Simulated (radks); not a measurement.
All-electron atom: Cs10+ in [Kr] 4d9. All-electron calculation, Dirac Kohn-Sham, PBE, spin-unpolarised, spherical densities, finite nucleus; open shells fill j = l - 1/2 first; Fermi nuclear charge, rms radius 4.8041 fm. Program: a radial shooting solver on a logarithmic mesh with Libxc functionals.

Unscreened Slater integrals over Kohn-Sham orbitals (eV). Large and small components are both included.

F0(4d5/2,4d5/2): 30.582
F2(4d5/2,4d5/2): 15.678
F4(4d5/2,4d5/2): 10.517
F0(4d5/2,4d3/2): 30.741
F2(4d5/2,4d3/2): 15.751
G2(4d5/2,4d3/2): 15.731
G4(4d5/2,4d3/2): 10.553
F0(4d5/2,4p3/2): 31.842
F2(4d5/2,4p3/2): 16.425
G1(4d5/2,4p3/2): 20.875
G3(4d5/2,4p3/2): 13.084
F0(4d5/2,4p1/2): 32.336
G3(4d5/2,4p1/2): 13.141
F0(4d3/2,4d3/2): 30.903
F2(4d3/2,4d3/2): 15.828
F0(4d3/2,4p3/2): 32.023
F2(4d3/2,4p3/2): 16.529
G1(4d3/2,4p3/2): 20.986
G3(4d3/2,4p3/2): 13.164
F0(4d3/2,4p1/2): 32.528
G1(4d3/2,4p1/2): 21.232
F0(4p3/2,4p3/2): 33.308
F2(4p3/2,4p3/2): 17.539
F0(4p3/2,4p1/2): 33.877
G2(4p3/2,4p1/2): 17.731
F0(4p1/2,4p1/2): 34.489
